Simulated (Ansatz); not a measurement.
Ansatz (a quantum-chemistry and plane-wave program) input:

Ansatz 0.2 input:
```yaml
crystal:
  periodic: [false, false, false]
  atoms:
    - {symbol: C, position_ang: [-1.50511922, -1.16182262, -0.60711457]}
    - {symbol: C, position_ang: [-1.05385231, 0.29549713, -0.39746207]}
    - {symbol: C, position_ang: [-2.26096424, 1.24245170, -0.46536471]}
    - {symbol: C, position_ang: [-0.31192031, 0.45872415, 0.88690108]}
    - {symbol: C, position_ang: [1.17387770, 0.61369362, 0.93121095]}
    - {symbol: C, position_ang: [1.88620200, -0.64841742, 0.50936256]}
    - {symbol: C, position_ang: [2.61184473, -0.77819012, -0.59405606]}
    - {symbol: H, position_ang: [-0.65050090, -1.83839045, -0.61166972]}
    - {symbol: H, position_ang: [-2.03508040, -1.27016876, -1.55689935]}
    - {symbol: H, position_ang: [-2.18129826, -1.47219567, 0.19335017]}
    - {symbol: H, position_ang: [-0.37257086, 0.54927699, -1.21722643]}
    - {symbol: H, position_ang: [-2.96337346, 1.02674982, 0.34386075]}
    - {symbol: H, position_ang: [-1.95192890, 2.28454016, -0.37109740]}
    - {symbol: H, position_ang: [-2.79467310, 1.12683054, -1.41158712]}
    - {symbol: H, position_ang: [-0.86033761, 0.31827014, 1.81266362]}
    - {symbol: H, position_ang: [1.48813928, 1.42590519, 0.26407860]}
    - {symbol: H, position_ang: [1.48902620, 0.88569388, 1.94259588]}
    - {symbol: H, position_ang: [1.74539540, -1.50639221, 1.16101318]}
    - {symbol: H, position_ang: [2.76520113, 0.05509250, -1.27085017]}
    - {symbol: H, position_ang: [3.08159129, -1.71683076, -0.85909487]}
basis:
  gaussian:
    orbitals: def2-TZVP
hamiltonian:
  xc: b3lyp
  dispersion: d3bj
magnetization: {spin_polarized: true, initial_magnetization: 1}
phonons: {temperatures: {t_min: 298.15, t_max: 298.15, t_step: 100}}
```

Question: What final total energy does it print?

Answer: -274.63057 Eh (B3LYP-D3(BJ)/def2-TZVP). The basis has 295 functions.

It need not be the lowest isomer of its formula.
